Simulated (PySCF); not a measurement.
CH2F, SMILES [CH2]F (connectivity only; charge and spin as stated), charge +1, multiplicity 1. Geometry optimised at B3LYP-D3(BJ)/def2-TZVPD. The multiplicity is an assumed one; other spin states were not compared. The isomer is the one that the SMILES or the coordinates give; other isomers of the formula were not compared.

TDDFT-LC-ωPBE/def2-TZVPD run with PySCF puts the lowest singlet excitations at 5.29, 10.37, 10.49, 11.18, 12.97, 13.83 eV.

Task: What are the lowest excitation roots from ADC(2)/aug-cc-pVDZ run with PySCF? (The exact figures need the calculation; the answer reports its results.)

Result: 5.30, 9.91, 10.61, 10.65, 12.75, 13.50 eV. S1 differs by 0.00 eV (second minus first; roots are paired by order, and the bases may differ).
